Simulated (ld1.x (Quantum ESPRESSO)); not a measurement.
# Pt, TM: configuration errors across variants

- Element: platinum (Pt)
- Generator: ld1.x (Quantum ESPRESSO) 7.5
- Type: norm-conserving Troullier–Martins (Kleinman–Bylander form)
- Functional: PBEsol
- Relativity: scalar-relativistic
- Frozen core: [Xe] 4f14
- Valence charge: 10
- Reference configuration: 5d9 6s0.5 6p0 (charge +0.5)
- Partial waves: 6s (bound): rc 2.50 bohr; 6p (bound, empty): rc 2.90 bohr; 5d (bound): rc 2.05 bohr
- Local potential: all-electron potential smoothed inside 1.65 bohr (lloc = -2)
- Core correction: Bessel-smoothed model core inside 1.35 bohr

All-electron excitation energies from the reference (eV): (1) 5d9 6s1 6p0 -3.712; (2) 5d9 6s0 6p0 5.513; (3) 5d8 6s0 6p0 25.509; (4) 5d8 6s2 6p0 -2.724; (5) 5d7 6s0 6p0 57.757; (6) 5d9.5 6s0.5 6p0 -3.830.

Tests that are not counted but printed errors over 1 eV. “base”: 5d8 6s1 6p0 (solver errors, printed error -3.6 eV). “wave 6p (bound): rc 2.90 bohr becomes 6p (bound): rc 4.08 bohr”: 5d8 6s1 6p0 (solver errors, printed error -1.8 eV). “wave 5d (bound): rc 2.05 bohr becomes 5d (bound): rc 2.50 bohr”: 5d8 6s1 6p0 (solver errors, printed error -4.2 eV).

1 further variants failed, have other tests or another functional or relativity, and are left out.

A true bound ghost makes a file unfit for plane-wave use even where its test errors are small: the radial tests pick states by their node count and pass the ghost by. Where a test does run into it, the solver fails or the error is huge.

Errors AE − PS in meV (a dash: test not solved or not reliable):

```csv
change,(1),(2),(3),(4),(5),(6),bound ghosts
base,-1.8,-5.9,-34,-79,-200,-5.5,s
local potential the d channel,-1.4,-5.8,-33,-65,-190,-3.2,"s, p"
wave 6p (bound): rc 2.90 bohr becomes 6p (bound): rc 4.08 bohr,-1.8,-5.9,-34,-79,-200,-5.5,s
"type ultrasoft; waves now 6s (bound): rcut 2.15, rcutus 2.50 bohr; 6s channel at 2.9 Ry: rcut 2.15, rcutus 2.50 bohr; 6p (bound): rcut 2.50, rcutus 2.90 bohr; 6p channel at 3 Ry: rcut 2.50, rcutus 2.90 bohr; 5d (bound): rcut 1.80, rcutus 2.05 bohr; 5d channel at 4.55 Ry: rcut 1.80, rcutus 2.05 bohr; local potential all-electron potential smoothed inside 2.05 bohr (lloc = -1); augmentation PSQ, inside the norm-conserving radii",-0.8,-6.0,-63,-8.1,-394,-4.6,none
"all radii but the core radius scaled by about 1.07 (s 2.68, p 3.12, d 2.20 bohr); local potential all-electron potential smoothed inside 1.76 bohr (lloc = -2)",-0.3,-5.2,-41,-13,-219,-0.6,s
wave 5d (bound): rc 2.05 bohr becomes 5d (bound): rc 2.50 bohr,-1.1,-5.0,-37,-61,-188,-5.6,s
```

(1) Give the same row for: wave 6s (bound): rc 2.50 bohr becomes 6s (bound): rc 1.80 bohr.

Answers

(1) -1.0, -4.2, -37, -72, -210, -8.3; bound ghosts: s.
